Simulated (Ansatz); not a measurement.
`[OH][SnH3]` + `O=CO` → `O=C[O][SnH3]` + H₂O at 298.15 K and 1 bar (ligand exchange at the Sn–O bond).

Program: Ansatz. Geometries: PBE0-D4/def2-TZVP. ΔE: electronic, gas phase. CCSD(T)/CBS adds triple-zeta CCSD(T) − MP2 to the extrapolated MP2 energy (def2 sets, frozen cores). This one scheme is used for every species. Elements past krypton have def2 core potentials. For Sn outer-core shells are correlated without core-valence functions, which leaves a few kJ/mol of doubt a bond. One conformer a species, not always the lowest.

```csv
species,CCSD(T)/CBS energy (Eh),H − E (kJ/mol),S (J/(mol·K))
`[OH][SnH3]`,-291.59405,101.0,287.4
`O=CO`,-189.60296,100.2,248.1
`O=C[O][SnH3]`,-404.83174,133.8,324.7
H₂O,-76.37941,66.4,188.7
```

H − E and S are ideal-gas, rigid-rotor, harmonic terms from PBE0-D4/def2-TZVP, for one conformer and one mirror image of each species. 1 Eh = 2625.50 kJ/mol, R = 8.31446 J/(mol·K).

Task: By hand: ΔE, ΔH, ΔS and ΔG.

Result: ΔE = (-404.83174) + (-76.37941) − (-291.59405) − (-189.60296) = -0.01414 Eh = -37.1 kJ/mol. Δ(H − E) = 133.8 + 66.4 − 101.0 − 100.2 = -1.0, so ΔH = -38.1 kJ/mol. ΔS = 324.7 + 188.7 − 287.4 − 248.1 = -22.1 J/(mol·K). ΔG = -38.1 − 298.15 × (-22.1)/1000 = -31.5 kJ/mol.

Task: By hand: the equilibrium constant, and the temperature at which ΔG would vanish if ΔH and ΔS stayed fixed.

Result: log₁₀ K = −ΔG/(RT ln 10) = 5.5. ΔG = 0 at ΔH/ΔS = 1724 K.

ΔH outweighs TΔS. A doubt of 5 kJ/mol in ΔE shifts log₁₀ K by 0.9 here. Other conformers and mirror images would add mixing entropy, several J/(mol·K) or more a flexible species. These are equilibria of isolated gas molecules and say nothing of rates. Largest T1 diagnostic: 0.017 (customary marks: 0.02 for closed shells, 0.045 for open ones).
